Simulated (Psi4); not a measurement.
Psi4 input (wB97X-D/6-311+G**):

```
memory 1500 MB

molecule {
1 1
S     1.18037200   -1.81744600    0.12292600
Si    0.23250500    0.03540000    0.05391900
S    -2.03967100   -0.22093500   -0.51317400
Cl   -0.00373300    0.83186300    1.87743900
Cl    0.77946500    1.29693000   -1.40771300
H     1.47834800   -1.80806000   -1.19259200
H    -1.87268700   -0.99675700   -1.60616200
H    -2.29938300   -1.26616500    0.30251800
symmetry c1
no_reorient
no_com
}

set {
  basis 6-311+G**
  reference rks
  scf_type df
  df_basis_scf def2-universal-jkfit
  dft_radial_points 99
  dft_spherical_points 590
  e_convergence 1e-8
  d_convergence 1e-7
  maxiter 150
}

e = energy('wb97x-d')
print_out(f'\nFINAL {e:.10f} DIPOLE {variable("CURRENT DIPOLE")[0]:.6f} {variable("CURRENT DIPOLE")[1]:.6f} {variable("CURRENT DIPOLE")[2]:.6f}\n')
```

From the output:

```
    One-Electron Energy =               -3822.3327297394271227
    Two-Electron Energy =                1375.2961053041444757
    DFT Exchange-Correlation Energy =     -94.6825319955656823
    Empirical Dispersion Energy =          -0.0031612720485254
    VV10 Nonlocal Energy =                  0.0000000000000000
    Total Energy =                      -2007.9610929724203743

Computation Completed

Properties will be evaluated at   0.000000,   0.000000,   0.000000 [a0]

Properties computed using the SCF density matrix

 Multipole Moments:

 ------------------------------------------------------------------------------------
     Multipole            Electronic (a.u.)      Nuclear  (a.u.)        Total (a.u.)
 ------------------------------------------------------------------------------------

 L = 1.  Multiply by 2.5417464519 to convert [e a0] to [Debye]
 Dipole X            :         -1.4712607            0.0000151           -1.4712456
 Dipole Y            :         -1.2324209            0.0000057           -1.2324152
 Dipole Z            :         -0.9547526            0.0000076           -0.9547450
 Magnitude           :                                                    2.1435832

 ------------------------------------------------------------------------------------

FINAL -2007.9610929724 DIPOLE -1.471246 -1.232415 -0.954745

*** Psi4 exiting successfully. Buy a developer a beer!
```

The dipole moment of an ion depends on the origin.

The geometry given is a B3LYP-D3(BJ)/def2-TZVP minimum.
